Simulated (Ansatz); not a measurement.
Harmonic vibrations of CH5ClN2Si (`N[Si]1(Cl)CN1`) by finite differences.

```yaml
crystal:
  periodic: [false, false, false]
  atoms:
    - {symbol: N, position_ang: [-1.456764, 0.904534, 0.706402]}
    - {symbol: Si, position_ang: [-0.009573, 0.481474, -0.042650]}
    - {symbol: Cl, position_ang: [0.745918, 2.212973, -0.832365]}
    - {symbol: C, position_ang: [0.558928, -1.078834, -0.783889]}
    - {symbol: N, position_ang: [0.951710, -0.704184, 0.636690]}
    - {symbol: H, position_ang: [-1.980148, 0.249793, 1.261304]}
    - {symbol: H, position_ang: [-1.957057, 1.746032, 0.482022]}
    - {symbol: H, position_ang: [-0.015626, -2.000800, -0.855736]}
    - {symbol: H, position_ang: [1.352041, -1.024809, -1.531045]}
    - {symbol: H, position_ang: [1.893772, -0.837478, 0.962168]}
basis:
  gaussian: {orbitals: def2-TZVP}
hamiltonian: {xc: pbe0, dispersion: d4}
phonons: {temperatures: {t_min: 298.15, t_max: 900, t_step: 200}}
```

```sh
$ ansatz run in.yaml --threads 4 --pin off --events-out ev --progress --plain --max-ram 10444MiB
```

Shortened log:

```
Functional definition: PBE0
mean field -24490.59280717 eV, -900.0126853436 hartree, gradient 1.9e-5 eV, S^2 0.000000; 0 other end points of the search recorded, 0 dependent functions left out
mean field -24490.59261432 eV, -900.0126782563 hartree, gradient 1.0e-6 eV, S^2 0.000000; 0 other end points of the search recorded, 0 dependent functions left out
mean field -24490.59266494 eV, -900.0126801167 hartree, gradient 1.0e-6 eV, S^2 0.000000; 0 other end points of the search recorded, 0 dependent functions left out
mean field -24490.59262921 eV, -900.0126788037 hartree, gradient 1.0e-6 eV, S^2 0.000000; 0 other end points of the search recorded, 0 dependent functions left out
mean field -24490.59260969 eV, -900.0126780862 hartree, gradient 1.0e-6 eV, S^2 0.000000; 0 other end points of the search recorded, 0 dependent functions left out
mean field -24490.59274494 eV, -900.0126830567 hartree, gradient 1.0e-6 eV, S^2 0.000000; 0 other end points of the search recorded, 0 dependent functions left out
mean field -24490.59271252 eV, -900.0126818652 hartree, gradient 1.0e-6 eV, S^2 0.000000; 0 other end points of the search recorded, 0 dependent functions left out
mean field -24490.59267590 eV, -900.0126805193 hartree, gradient 1.0e-6 eV, S^2 0.000000; 0 other end points of the search recorded, 0 dependent functions left out
mean field -24490.59266632 eV, -900.0126801673 hartree, gradient 1.0e-6 eV, S^2 0.000000; 0 other end points of the search recorded, 0 dependent functions left out
mean field -24490.59267034 eV, -900.0126803151 hartree, gradient 1.0e-6 eV, S^2 0.000000; 0 other end points of the search recorded, 0 dependent functions left out
mean field -24490.59265220 eV, -900.0126796483 hartree, gradient 1.0e-6 eV, S^2 0.000000; 0 other end points of the search recorded, 0 dependent functions left out
mean field -24490.59272512 eV, -900.0126823281 hartree, gradient 1.0e-6 eV, S^2 0.000000; 0 other end points of the search recorded, 0 dependent functions left out
mean field -24490.59273753 eV, -900.0126827844 hartree, gradient 1.0e-6 eV, S^2 0.000000; 0 other end points of the search recorded, 0 dependent functions left out
mean field -24490.59280783 eV, -900.0126853677 hartree, gradient 1.0e-6 eV, S^2 0.000000; 0 other end points of the search recorded, 0 dependent functions left out
mean field -24490.59278167 eV, -900.0126844063 hartree, gradient 1.0e-6 eV, S^2 0.000000; 0 other end points of the search recorded, 0 dependent functions left out
mean field -24490.59281246 eV, -900.0126855377 hartree, gradient 1.0e-6 eV, S^2 0.000000; 0 other end points of the search recorded, 0 dependent functions left out
mean field -24490.59271815 eV, -900.0126820721 hartree, gradient 1.0e-6 eV, S^2 0.000000; 0 other end points of the search recorded, 0 dependent functions left out
mean field -24490.59277420 eV, -900.0126841319 hartree, gradient 1.0e-6 eV, S^2 0.000000; 0 other end points of the search recorded, 0 dependent functions left out
mean field -24490.59281684 eV, -900.0126856990 hartree, gradient 1.0e-6 eV, S^2 0.000000; 0 other end points of the search recorded, 0 dependent functions left out
mean field -24490.59268827 eV, -900.0126809738 hartree, gradient 1.0e-6 eV, S^2 0.000000; 0 other end points of the search recorded, 0 dependent functions left out
mean field -24490.59267305 eV, -900.0126804148 hartree, gradient 1.0e-6 eV, S^2 0.000000; 0 other end points of the search recorded, 0 dependent functions left out
mean field -24490.59263551 eV, -900.0126790352 hartree, gradient 1.0e-6 eV, S^2 0.000000; 0 other end points of the search recorded, 0 dependent functions left out
mean field -24490.59268126 eV, -900.0126807163 hartree, gradient 1.0e-6 eV, S^2 0.000000; 0 other end points of the search recorded, 0 dependent functions left out
mean field -24490.59268227 eV, -900.0126807535 hartree, gradient 1.0e-6 eV, S^2 0.000000; 0 other end points of the search recorded, 0 dependent functions left out
mean field -24490.59269853 eV, -900.0126813510 hartree, gradient 1.0e-6 eV, S^2 0.000000; 0 other end points of the search recorded, 0 dependent functions left out
mean field -24490.59262871 eV, -900.0126787853 hartree, gradient 1.0e-6 eV, S^2 0.000000; 0 other end points of the search recorded, 0 dependent functions left out
mean field -24490.59260717 eV, -900.0126779934 hartree, gradient 1.0e-6 eV, S^2 0.000000; 0 other end points of the search recorded, 0 dependent functions left out
mean field -24490.59270761 eV, -900.0126816848 hartree, gradient 1.0e-6 eV, S^2 0.000000; 0 other end points of the search recorded, 0 dependent functions left out
mean field -24490.59277281 eV, -900.0126840807 hartree, gradient 1.0e-6 eV, S^2 0.000000; 0 other end points of the search recorded, 0 dependent functions left out
mean field -24490.59272933 eV, -900.0126824829 hartree, gradient 1.0e-6 eV, S^2 0.000000; 0 other end points of the search recorded, 0 dependent functions left out
mean field -24490.59271378 eV, -900.0126819115 hartree, gradient 1.0e-6 eV, S^2 0.000000; 0 other end points of the search recorded, 0 dependent functions left out
mean field -24490.59274371 eV, -900.0126830114 hartree, gradient 1.0e-6 eV, S^2 0.000000; 0 other end points of the search recorded, 0 dependent functions left out
mean field -24490.59277437 eV, -900.0126841379 hartree, gradient 1.0e-6 eV, S^2 0.000000; 0 other end points of the search recorded, 0 dependent functions left out
mean field -24490.59273040 eV, -900.0126825221 hartree, gradient 1.0e-6 eV, S^2 0.000000; 0 other end points of the search recorded, 0 dependent functions left out
mean field -24490.59274568 eV, -900.0126830839 hartree, gradient 1.0e-6 eV, S^2 0.000000; 0 other end points of the search recorded, 0 dependent functions left out
mean field -24490.59277180 eV, -900.0126840436 hartree, gradient 1.0e-6 eV, S^2 0.000000; 0 other end points of the search recorded, 0 dependent functions left out
mean field -24490.59275009 eV, -900.0126832460 hartree, gradient 1.0e-6 eV, S^2 0.000000; 0 other end points of the search recorded, 0 dependent functions left out
mean field -24490.59275032 eV, -900.0126832541 hartree, gradient 1.0e-6 eV, S^2 0.000000; 0 other end points of the search recorded, 0 dependent functions left out
mean field -24490.59277339 eV, -900.0126841021 hartree, gradient 1.0e-6 eV, S^2 0.000000; 0 other end points of the search recorded, 0 dependent functions left out
mean field -24490.59271339 eV, -900.0126818972 hartree, gradient 1.0e-6 eV, S^2 0.000000; 0 other end points of the search recorded, 0 dependent functions left out
mean field -24490.59268869 eV, -900.0126809894 hartree, gradient 1.0e-6 eV, S^2 0.000000; 0 other end points of the search recorded, 0 dependent functions left out
mean field -24490.59279357 eV, -900.0126848438 hartree, gradient 1.0e-6 eV, S^2 0.000000; 0 other end points of the search recorded, 0 dependent functions left out
mean field -24490.59279498 eV, -900.0126848954 hartree, gradient 1.0e-6 eV, S^2 0.000000; 0 other end points of the search recorded, 0 dependent functions left out
mean field -24490.59277084 eV, -900.0126840083 hartree, gradient 1.0e-6 eV, S^2 0.000000; 0 other end points of the search recorded, 0 dependent functions left out
mean field -24490.59276897 eV, -900.0126839396 hartree, gradient 1.0e-6 eV, S^2 0.000000; 0 other end points of the search recorded, 0 dependent functions left out
mean field -24490.59272405 eV, -900.0126822887 hartree, gradient 1.0e-6 eV, S^2 0.000000; 0 other end points of the search recorded, 0 dependent functions left out
mean field -24490.59273606 eV, -900.0126827303 hartree, gradient 1.0e-6 eV, S^2 0.000000; 0 other end points of the search recorded, 0 dependent functions left out
mean field -24490.59278700 eV, -900.0126846022 hartree, gradient 1.0e-6 eV, S^2 0.000000; 0 other end points of the search recorded, 0 dependent functions left out
mean field -24490.59279518 eV, -900.0126849028 hartree, gradient 1.0e-6 eV, S^2 0.000000; 0 other end points of the search recorded, 0 dependent functions left out
mean field -24490.59274765 eV, -900.0126831563 hartree, gradient 1.0e-6 eV, S^2 0.000000; 0 other end points of the search recorded, 0 dependent functions left out
mean field -24490.59274338 eV, -900.0126829992 hartree, gradient 1.0e-6 eV, S^2 0.000000; 0 other end points of the search recorded, 0 dependent functions left out
mean field -24490.59278820 eV, -900.0126846465 hartree, gradient 1.0e-6 eV, S^2 0.000000; 0 other end points of the search recorded, 0 dependent functions left out
mean field -24490.59280090 eV, -900.0126851132 hartree, gradient 1.0e-6 eV, S^2 0.000000; 0 other end points of the search recorded, 0 dependent functions left out
mean field -24490.59274991 eV, -900.0126832391 hartree, gradient 1.0e-6 eV, S^2 0.000000; 0 other end points of the search recorded, 0 dependent functions left out
mean field -24490.59275442 eV, -900.0126834051 hartree, gradient 1.0e-6 eV, S^2 0.000000; 0 other end points of the search recorded, 0 dependent functions left out
mean field -24490.59269406 eV, -900.0126811868 hartree, gradient 1.0e-6 eV, S^2 0.000000; 0 other end points of the search recorded, 0 dependent functions left out
mean field -24490.59266849 eV, -900.0126802472 hartree, gradient 1.0e-6 eV, S^2 0.000000; 0 other end points of the search recorded, 0 dependent functions left out
mean field -24490.59279505 eV, -900.0126848982 hartree, gradient 1.0e-6 eV, S^2 0.000000; 0 other end points of the search recorded, 0 dependent functions left out
mean field -24490.59280093 eV, -900.0126851141 hartree, gradient 1.0e-6 eV, S^2 0.000000; 0 other end points of the search recorded, 0 dependent functions left out
mean field -24490.59279187 eV, -900.0126847813 hartree, gradient 1.0e-6 eV, S^2 0.000000; 0 other end points of the search recorded, 0 dependent functions left out
mean field -24490.59277603 eV, -900.0126841990 hartree, gradient 1.0e-6 eV, S^2 0.000000; 0 other end points of the search recorded, 0 dependent functions left out
Total energy: -24490.80314537 eV, -900.0204151298 hartree
Atom 0 at    -1.456764     0.904534     0.706402 Å, force     0.000117    -0.000429    -0.000199 eV/Å
Atom 1 at    -0.009573     0.481474    -0.042650 Å, force     0.000312     0.002075     0.001137 eV/Å
Atom 2 at     0.745918     2.212973    -0.832365 Å, force    -0.000101    -0.000725    -0.000906 eV/Å
Atom 3 at     0.558928    -1.078834    -0.783889 Å, force    -0.000026    -0.000904     0.000256 eV/Å
Atom 4 at     0.951710    -0.704184     0.636690 Å, force     0.000300    -0.001561    -0.000757 eV/Å
Atom 5 at    -1.980148     0.249793     1.261304 Å, force    -0.000393    -0.000094     0.000078 eV/Å
Atom 6 at    -1.957057     1.746032     0.482022 Å, force     0.000086    -0.000136     0.000113 eV/Å
Atom 7 at    -0.015626    -2.000800    -0.855736 Å, force    -0.000216     0.000662    -0.000686 eV/Å
Atom 8 at     1.352041    -1.024809    -1.531045 Å, force    -0.000167     0.000346     0.000096 eV/Å
Atom 9 at     1.893772    -0.837478     0.962168 Å, force     0.000087     0.000766     0.000868 eV/Å
Dipole moment:    -0.236233    -0.064009     0.109375 e Å
Vibrations: 166.59 202.30 217.81 236.06 287.42 343.70 399.17 495.08 688.56 755.43 788.00 832.30 916.70 1003.60 1077.92 1119.98 1202.30 1471.99 1563.11 3076.83 3148.08 3631.40 3650.26 3738.24 cm⁻¹, zero-point energy 1.922550 eV
```

Hardware: 4 threads of an Intel Xeon Platinum 8259CL on a shared host. Wall time 2.9 min, peak host memory 0.57 GiB.
